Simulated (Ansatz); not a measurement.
Consider the silylene formation by 1,1-elimination: `BO[SiH](O)S` → `BO` + `O[Si]S`.

Computed with Ansatz on PBE0-D4/def2-TZVP structures; ΔE is electronic, products minus reactants. CCSD(T)/CBS is the MP2 limit (def2-TZVPP, def2-QZVPP) plus CCSD(T) − MP2 in def2-TZVPP, frozen cores. This one scheme is used for every species. DFT in def2-TZVPP. Each species was taken in one conformer, which may not be the lowest.

`BO[SiH](O)S`:

Cartesian coordinates in Å:
```
B 1.803 0.535 0.174
O 0.530 0.507 0.615
Si -0.931 -0.024 0.061
O -1.669 -0.813 1.279
S -0.819 -1.453 -1.496
H 2.079 0.098 -0.911
H 2.633 1.014 0.894
H -1.653 1.189 -0.376
H -1.476 -0.529 2.174
H -0.498 -0.524 -2.414
```

`BO`:

Z-matrix (Å, degrees):
```
B
O 1 1.348
H 1 1.196 2 116.8
H 1 1.202 2 120.7 3 -180.0
H 2 0.961 1 113.5 3 180.0
```

`O[Si]S`:

Cartesian coordinates in Å:
```
O -0.553 0.617 -1.132
Si -0.403 1.251 0.380
S 0.546 -0.330 1.534
H -0.257 -0.268 -1.361
H 0.668 -1.270 0.578
```

Problem. Is it downhill or uphill in electronic energy at CCSD(T)/CBS, and by how much? (An estimate is asked.)

Solution. The calculation gave: Uphill: ΔE = +2.53 eV.

Problem. What do these levels give: LDA (SPW92), CAM-B3LYP-D4, B2PLYP, r2SCAN0, HF/def2-SVP, CCSD(T)/def2-SVP? (Best estimate.)

Solution. Computed: LDA (SPW92) 2.52, CAM-B3LYP-D4 2.55, B2PLYP 2.41, r2SCAN0 2.68, HF/def2-SVP 2.47, CCSD(T)/def2-SVP 2.26 eV.

Largest T1 diagnostic among the species: 0.015.

From BLYP to BHLYP (50 % exact exchange), in def2-TZVPP and without D4, ΔE moves by +0.56 eV. Leaving LDA and LC-ωPBE aside and taking each functional with its dispersion term where it has one, the values, not all of them listed here, spread over 0.52 eV, from BLYP-D4 to r2SCAN0-D4. LDA lies +0.37 eV from PBE without D4.
